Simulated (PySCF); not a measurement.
# How methods differ on the excitation energy of Ar(2+)

Ar(2+) [Ne] 3s2 3p4 (3P) → Ar(2+) [Ne] 3s1 3p4 4s1 (5P), as a difference of total energies. Computed with PySCF 2.14 in aug-cc-pwCVQZ (10s9p7d5f3g, 134 functions), with the non-relativistic Hamiltonian (point nucleus). Correlated levels: valence: [Ne] frozen; valence and next inner shell: 1s2 frozen; nothing frozen. The calculations carry no spin-orbit coupling.

| method | excitation energy (cm⁻¹) |
| --- | --- |
| UHF | 290960 |
| LDA | 292180 |
| PBE | 291120 |
| PBE0 | 293940 |
| r2SCAN | 292770 |
| wB97X-V | 298120 |
| MN15 | 288930 |
| B2PLYP | 298350 |
| MP2 (valence) | 292420 |
| MP2 (valence and next inner shell) | 293190 |
| SCS-MP2 (valence and next inner shell) | 294840 |
| MP2 (all electrons) | 293140 |

Estimate what SCS-MP2 (valence) gives.

294300 cm⁻¹, closest to PBE0 among the rows shown.

Estimate what SCS-MP2 (all electrons) gives.

294810 cm⁻¹, closest to SCS-MP2 (valence and next inner shell) among the rows shown.

A first-order spin-orbit estimate (lowest level to lowest level, LS coupling) adds -0.007 eV.

The promoted electron is Rydberg-like, and one or two diffuse shells describe it only roughly, which tends to raise the upper state.
